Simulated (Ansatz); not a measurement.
```xyz
5

C     0.0000    0.0000   -1.9594
I     0.0000    0.0000    0.3534
H     0.0000   -1.1253   -2.3239
H    -0.9746    0.5627   -2.3239
H     0.9746    0.5627   -2.3239
```

Basis set: def2-TZVP (spherical functions, with the set's core potentials past Kr). Correlated methods keep 5 orbitals frozen. Charge 0, multiplicity 1.

Computed with Ansatz (development build ahead of 0.2.0); each method stands on the lowest determinant of its kind that the runs found. Restricted open shells among the atoms or ions are ROHF, correlated in semicanonical orbitals with singles.

Task: Give the atomization energy at this shape (free ground-state atoms in the same class of orbitals less the molecule, no zero-point energy) of singlet CH₃I by RHF-MP2, RHF.

Result:

```csv
method,atomization energy
RHF-MP2,15.02 eV
RHF,11.44 eV
```

Caution: the shape is not the minimum.
